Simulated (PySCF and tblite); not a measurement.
Values are calculated unless marked as measured or tabulated.
## Barrier and rate of a pyramidal inversion

System: C₃H₁₂AsBSi, numbered as in [CH3:1][B:2]([CH3:3])[As:4]([CH3:5])[SiH3:6].

Motion: pyramidal inversion at As4. Geometries: GFN2-xTB; energies: BP86/pcSseg-1 + D3(BJ); zero-point and thermal terms from GFN2-xTB harmonic modes (soft modes blended into free rotors). Rates follow Eyring's equation with the number of equivalent paths and no tunnelling. Run with tblite and PySCF.

| point | symmetry | E(GFN2) kcal/mol | E(DFT) kcal/mol | ZPE change kcal/mol | lowest mode cm⁻¹ | dipole D |
| --- | --- | --- | --- | --- | --- | --- |
| start | C1 | 0.0 | 0.0 | 0.00 | 32 | 1.23 |
| saddle | Cs | 15.7 | 9.4 | -0.10 | 154i | 0.99 |
| end | C1 | 0.0 | 0.0 | 0.01 | 34 | 1.23 |

* Electronic barrier: 9.4 kcal/mol
* Barrier with zero-point energy: 9.3 kcal/mol
* ΔH‡ (298 K): 9.0 kcal/mol
* ΔS‡ (298 K, symmetry apart): -1.9 cal/(mol K)
* Paths: 1 equivalent path
* End point: the same structure with atoms interchanged, or its mirror image
* Mean lifetime of the start against this motion at 298 K: 1.6 µs
* Cost: 99 s on 1 thread of Arm Neoverse V2, on a host shared with other jobs (rough), peak memory 0.74 GiB, launched as `OMP_NUM_THREADS=1 python ens_run.py task.json out`

```
T/K  ΔG‡ kcal/mol    k s⁻¹
150           9.3     0.08
200           9.4      234
250           9.5  2.8×10⁴
298           9.6  6.1×10⁵
350           9.7  6.5×10⁶
400           9.8  3.5×10⁷
500          10.2  3.8×10⁸
```

ΔG and ΔG‡ leave out symmetry numbers and mirror images; rates count paths: 1 out.

Spin–orbit effects of heavy atoms on shieldings are missing.
